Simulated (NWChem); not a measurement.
Molecule: diiodomethane (CH₂I₂); SMILES ICI

Results from NWChem. Structure relaxed at the PBE0/def2-SVP level. def2 effective core potentials on I; no spin-orbit coupling. B3LYP is NWChem's, with the RPA form of VWN correlation.

Taking B3LYP/def2-TZVP (core potentials) as the yardstick, which of these has the fewest basis functions while keeping “dipole (D)” within 0.1 D of it: B3LYP/STO-3G (all-electron, non-relativistic); B3LYP/def2-SVPD (core potentials); B3LYP/3-21G (all-electron, non-relativistic); B3LYP/def2-SVP (core potentials)?

B3LYP/def2-SVP (core potentials).
```csv
level,basis functions,dipole (D),relative time (rough)
"B3LYP/STO-3G (all-electron, non-relativistic)",61,1.48,1
"B3LYP/3-21G (all-electron, non-relativistic)",75,1.33,1
B3LYP/def2-SVP (core potentials),76,1.10,1
B3LYP/def2-SVPD (core potentials),106,1.10,3
B3LYP/def2-TZVP (core potentials),143,1.16,6
```

The yardstick is one finite set, not the basis-set limit.
